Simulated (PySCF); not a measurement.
## Relaxation of singlet OI₂

Level of theory: PBE0 in PySCF with O def2-SVP, I def2-SVP with ECP28; scalar-relativistic core potentials, no spin–orbit coupling; density-fitted integrals. A (50,194) grid was used.

A hand-made bent start, of C2v symmetry, held to at least that symmetry:

```xyz
3
charge 0 multiplicity 1, angstrom
O     0.0000    0.0000   -1.0576
I     1.6055    0.0000    0.0666
I    -1.6055    0.0000    0.0666
```

Question: What forces act on the atoms at the start (eV/Å)?

Answer: 
```json
{"atom": "O1", "Fx": "0.00", "Fy": "0.00", "Fz": "-1.02"}
{"atom": "I2", "Fx": "1.80", "Fy": "0.00", "Fz": "0.51"}
{"atom": "I3", "Fx": "-1.80", "Fy": "0.00", "Fz": "0.51"}
```

Question: What does it relax to?

Answer: It ends at C2v with O–I 2.023 Å (×2); I–O–I 118.0°. A frequency run shows a minimum. Other isomers or separated fragments may lie lower.

Question: How much energy is released, and in how many steps?

Answer: 17.3 kJ/mol in 5 steps.

The relaxation took roughly 19 core-seconds on a shared host.
